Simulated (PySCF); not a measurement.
Electron correlation in H- (hydrogen, charge -1)

1s2, closed-shell 1S. Computed with PySCF 2.14 in aug-cc-pVTZ-DK (4s3p2d, 23 functions), with the spin-free X2C one-electron Hamiltonian (Gaussian nucleus). Frozen: nothing; 2 electrons correlated.

With two correlated electrons CCSD is exact within the correlated space (frozen core and kept virtual orbitals).

```tsv
level	correlation energy (mhartree)
CCSD	-38.92
```

Diagnostics: T1 = 0.023, D1 = 0.0322, largest double amplitude 0.150.

A double-excitation amplitude exceeds 0.15, a sign of near-degeneracy.

Cost of the coupled-cluster step: roughly 0.08 core-seconds, for 2 correlated electrons.

Iterations:

```
CC2 = 0
CCSD nocc = 1, nmo = 23
frozen orbitals []
max_cycle = 100
direct = 0
conv_tol = 1e-08
conv_tol_normt = 1e-06
diis_space = 8
diis_start_cycle = 0
Init t2, MP2 energy = -0.515915271049042  E_corr(MP2) -0.0282727499170857
Init E_corr(CCSD) = -0.028272749917086
cycle = 1  E_corr(CCSD) = -0.0344596702763935  dE = -0.00618692036  norm(t1,t2) = 0.0434576
cycle = 2  E_corr(CCSD) = -0.0368875188374734  dE = -0.00242784856  norm(t1,t2) = 0.0202577
cycle = 3  E_corr(CCSD) = -0.038968277002734  dE = -0.00208075817  norm(t1,t2) = 0.0120878
cycle = 4  E_corr(CCSD) = -0.0389545040882517  dE = 1.37729145e-05  norm(t1,t2) = 0.00401577
cycle = 5  E_corr(CCSD) = -0.0389252803049172  dE = 2.92237833e-05  norm(t1,t2) = 0.000250842
cycle = 6  E_corr(CCSD) = -0.0389246496913226  dE = 6.30613595e-07  norm(t1,t2) = 5.22104e-05
cycle = 7  E_corr(CCSD) = -0.0389246026439136  dE = 4.70474091e-08  norm(t1,t2) = 1.18379e-05
cycle = 8  E_corr(CCSD) = -0.0389246318507943  dE = -2.92068808e-08  norm(t1,t2) = 1.72354e-06
cycle = 9  E_corr(CCSD) = -0.0389246324927655  dE = -6.41971191e-10  norm(t1,t2) = 3.97187e-07
CCSD converged
E(CCSD) = -0.5265671536247223  E_corr = -0.03892463249276552
```
